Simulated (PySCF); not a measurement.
# Working with the constants of BiB⁻

ROHF-CCSD(T) constants of BiB⁻, ²Σ⁺ (doublet), unpaired electrons σ ↑ (basis Bi aug-cc-pVDZ-PP with ECP60, B aug-cc-pVDZ; scalar-relativistic core potentials; PySCF 2.14; masses 208.9804 and 11.0093 u):

* ωe: 641.6 cm⁻¹
* ωexe: 3.45 cm⁻¹
* Be: 0.3564 cm⁻¹
* αe: 0.00250 cm⁻¹
* D (centrifugal): 4.4e-07 cm⁻¹

(1) Give the vibrational terms G(v) and spacings up to v = 6.

Correlated steps freeze 5 core orbitals. Spin–orbit coupling is left out, which matters for elements this heavy, above all for dissociation energies. The state is the lowest determinant that a PBE0 search found; another state may lie lower at other levels.

## Answers

(1) G(v) = ωe(v+½) − ωexe(v+½)².

```json
{"v": "0", "G(v) (cm⁻¹)": "319.9", "G(v) − G(v−1)": "", "Bv (cm⁻¹)": "0.3552"}
{"v": "1", "G(v) (cm⁻¹)": "954.6", "G(v) − G(v−1)": "634.7", "Bv (cm⁻¹)": "0.3527"}
{"v": "2", "G(v) (cm⁻¹)": "1582.4", "G(v) − G(v−1)": "627.8", "Bv (cm⁻¹)": "0.3502"}
{"v": "3", "G(v) (cm⁻¹)": "2203.3", "G(v) − G(v−1)": "620.9", "Bv (cm⁻¹)": "0.3477"}
{"v": "4", "G(v) (cm⁻¹)": "2817.3", "G(v) − G(v−1)": "614.0", "Bv (cm⁻¹)": "0.3452"}
{"v": "5", "G(v) (cm⁻¹)": "3424.4", "G(v) − G(v−1)": "607.1", "Bv (cm⁻¹)": "0.3427"}
{"v": "6", "G(v) (cm⁻¹)": "4024.6", "G(v) − G(v−1)": "600.2", "Bv (cm⁻¹)": "0.3402"}
```
